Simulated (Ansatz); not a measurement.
Mulliken charges of CH₆SeSi₂, SMILES `[SiH3][SiH]1C[Se]1` from PBE/def2-TZVPP in Ansatz (PBE0-D4/def2-TZVP geometry).

```csv
atom,x (Å),y (Å),z (Å),charge (e)
Si1,-1.133,1.370,0.276,0.115
Si2,0.199,-0.218,-0.779,0.175
C3,1.305,-1.269,0.264,-0.263
Se4,-0.276,-2.358,-0.325,-0.134
H5,-2.457,1.446,-0.393,-0.031
H6,-1.306,0.942,1.688,-0.030
H7,-0.498,2.716,0.236,-0.040
H8,0.680,0.088,-2.149,-0.052
H9,1.332,-1.131,1.339,0.130
H10,2.236,-1.639,-0.154,0.131
```

Q: By hand: the dipole of these point charges (1 e Å = 4.8032 D).

A: Σ q r = (0.164, 0.221, 0.087) e Å, of length 0.289 e Å = 1.39 D.

Q: How does the dipole of the full density compare? (Best estimate.)

A: Computed: (0.163, 0.282, 0.043) e Å, 1.58 D; the point charges give 0.88 times that, at 12° from its direction.

Point charges leave out the atoms' own dipoles, such as those of lone pairs, and Mulliken's split depends on the basis, so the close match here is no proof of good charges.
